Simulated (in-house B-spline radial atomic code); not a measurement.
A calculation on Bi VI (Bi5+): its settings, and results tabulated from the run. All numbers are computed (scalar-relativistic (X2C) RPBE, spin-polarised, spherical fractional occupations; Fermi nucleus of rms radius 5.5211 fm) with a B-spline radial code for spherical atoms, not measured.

Command:
```bash
python run_scf.py task.json out
```
Settings (nuclear radius in fm, mass in u):
```
Z                83
configuration    [Xe] 4f14 5d10
hamiltonian      x2c
method           rpbe,pbe
spin_polarised   True
nucleus          fermi
rms_radius       5.5211
atomic_mass      208.9804
speed_of_light   137.035999084
```

Output (hartree, bohr):
```
 radial grid: 68 intervals, B-splines of order 8, outer radius 25.4386 bohr

 iter        energy (Eh)    residual
    1      -21525.921265    8.79e-01
    2      -21529.446066    2.66e-01
    3      -21530.883213    5.72e-02
    4      -21530.954750    1.82e-02
    5      -21530.960091    7.46e-03
    6      -21530.961446    8.91e-04
    7      -21530.961454    4.61e-04
    8      -21530.961460    1.32e-05
    9      -21530.961460    1.45e-06
   10      -21530.961460    1.05e-08

 total energy                    -21530.96146
 kinetic                           25182.8437
 electron-nucleus                 -54453.7439
 Hartree                            8142.9022
 exchange-correlation               -402.9635

 orbital      occ     eigenvalue          <r>       <r^2>       <1/r>       r_max
 1s up      1.000     -3320.1234    0.0149169 0.000316271     116.042     0.00864
 1s down    1.000     -3320.1234    0.0149169 0.000316271     116.042     0.00864
 2s up      1.000      -598.0884    0.0655737  0.00515985     27.3984       0.056
 2s down    1.000      -598.0884    0.0655737  0.00515985     27.3984       0.056
 2p up      3.000      -514.7412    0.0598481  0.00439946     21.6253     0.04618
 2p down    3.000      -514.7412    0.0598481  0.00439946     21.6253     0.04618
 3s up      1.000      -145.9420     0.171009   0.0336034     9.79175      0.1587
 3s down    1.000      -145.9420     0.171009   0.0336034     9.79175      0.1587
 3p up      3.000      -121.9867     0.172758   0.0347295     8.27723      0.1584
 3p down    3.000      -121.9867     0.172758   0.0347295     8.27723      0.1584
 3d up      5.000       -96.6602     0.157428   0.0290094     7.61393      0.1293
 3d down    5.000       -96.6602     0.157428   0.0290094     7.61393      0.1293
 4s up      1.000       -35.0575     0.377058    0.160627     4.09388      0.3565
 4s down    1.000       -35.0575     0.377058    0.160627     4.09388      0.3565
 4p up      3.000       -27.1544     0.401378    0.183211     3.53254      0.3754
 4p down    3.000       -27.1544     0.401378    0.183211     3.53254      0.3754
 4d up      5.000       -17.7772     0.422566    0.206091     3.13878       0.382
 4d down    5.000       -17.7772     0.422566    0.206091     3.13878       0.382
 5s up      1.000        -7.7763     0.831594    0.774343     1.69194      0.7722
 5s down    1.000        -7.7763     0.831594    0.774343     1.69194      0.7722
 5p up      3.000        -5.5403     0.942745     1.00006     1.42557      0.8589
 5p down    3.000        -5.5403     0.942745     1.00006     1.42557      0.8589
 4f up      7.000        -7.6152      0.44106     0.23218     2.74468      0.3423
 4f down    7.000        -7.6152      0.44106     0.23218     2.74468      0.3423
 5d up      5.000        -2.9582      1.19175     1.62334     1.09519       1.028
 5d down    5.000        -2.9582      1.19175     1.62334     1.09519       1.028
```

Time taken, with all properties: 0.37 s on 1 thread of x86-64 server CPU, with other jobs on the host.

One-electron X2C: radii and densities carry no picture-change correction, so inner-shell <1/r> comes out high (for 1s by about 2 % at Z = 33, 5 % at 54, 10 % at 75, 30 % at 118) and <r> low.
